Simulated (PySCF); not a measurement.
C₄H₈O₂Si.
SMILES with atom numbers: `[O:1]=[C:2]1[O:3][CH2:4][C@H:5]1[CH2:6][SiH3:7]` (hydrogens: H8, H9 on C4; H10 on C5; H11, H12 on C6; H13, H14, H15 on Si7)

Level: CAM-B3LYP/def2-SVPD in PySCF, non-relativistic, on one gas-phase PBE0-D3(BJ)/def2-SVP geometry that isn't relaxed in the solvent. The solvent is an IEF-PCM continuum (Bondi radii, 1.10 Å for H, scaled by 1.2). The model holds no explicit solvent molecules, cavitation or dispersion.

Gas phase at CAM-B3LYP/def2-SVPD: HOMO -9.63 eV, LUMO 0.72 eV, dipole 4.42 D.

Problem. What does the continuum do to the energy, the frontier levels and the dipole at CAM-B3LYP/def2-SVPD in benzene and chloroform?

Solution. 
| solvent | ε | E(solvent) − E(gas) (kcal/mol) | polarisation term (kcal/mol) | distortion of the solute (kcal/mol) | HOMO (eV) | LUMO (eV) | dipole (D) |
| --- | --- | --- | --- | --- | --- | --- | --- |
| benzene | 2.271 | -3.40 | -3.76 | 0.36 | -9.66 | 0.86 | 5.07 |
| chloroform | 4.711 | -5.50 | -6.48 | 0.98 | -9.68 | 0.92 | 5.50 |

Polarisation term: ½ Σ q·V over the induced surface charges. Distortion: the rise of the solute's own energy as its density leaves the gas-phase optimum. The atom shares or the degeneracy of the LUMO differ from the gas phase in chloroform, so that column needn't follow one orbital. From benzene to chloroform the lowering changes by a factor 1.62, Onsager's factor (ε − 1)/(2ε + 1) by 1.55 and ε itself by 2.1.

Problem. Which radius a makes the point-dipole formula ΔE = −[(ε − 1)/(2ε + 1)]·μ²/a³ give the value in chloroform, with the gas-phase dipole?

Solution. μ = 1.738 au and |ΔE| = 0.00877 Eh give a = 2.63 Å; the farthest nucleus lies 3.44 Å from the centroid of the nuclei, so such a sphere wouldn't even hold the nuclei. The formula assumes a rigid point dipole at the centre of a sphere.

Problem. How does the static polarisability (CAM-B3LYP/def2-SVPD, frozen core, with the continuum's full static response) change?

Solution. 
```tsv
medium	isotropic (au)	principal values (au)	⟨r²⟩ of the electrons (bohr²)
gas	78.4	65.7, 78.4, 91.2	1054.2
benzene	88.9	74.8, 89.4, 102.4	1054.5
chloroform	96.0	81.9, 96.8, 109.4	1054.7
```

The isotropic value in chloroform is 1.22 times the gas-phase one; no cavity-field correction is applied. ⟨r²⟩ is taken about the centre of nuclear charge.

Shape of the structure used: `[O:1]=[C:2]1[O:3][CH2:4][C@H:5]1[CH2:6][SiH3:7]`: C4–C5–C6–Si7 166°.
